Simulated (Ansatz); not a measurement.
Basis-set series for C₃H₉ClO₂SeSi (`CO[Si](Cl)(OC)[Se]C`). Charge 0, multiplicity 1. The structure was optimised at the PBE0-D4/def2-TZVP level. It is one conformer, not always the lowest.

```
functional       basis  functions  energy (Eh)  HOMO (eV)  LUMO (eV)
   PBE0-D4    def2-SVP        183  -3420.00343      -6.64       0.31
   PBE0-D4  def2-QZVPP        784  -3420.97410      -6.76      -0.17
   ωB97M-V    def2-SVP        183  -3420.56075      -8.78       2.33
   ωB97M-V  def2-QZVPP        784  -3421.53648      -8.93       1.42
```

Task: Give the rows for def2-TZVPP. (Best estimate.)

Result: Ansatz gave: 
| functional | basis | functions | energy (Eh) | HOMO (eV) | LUMO (eV) |
| --- | --- | --- | --- | --- | --- |
| PBE0-D4 | def2-TZVPP | 413 | -3420.88450 | -6.74 | -0.02 |
| ωB97M-V | def2-TZVPP | 413 | -3421.45029 | -8.90 | 1.82 |

Positive LUMOs are unbound and depend on the basis. Scalar relativity is left out up to krypton.
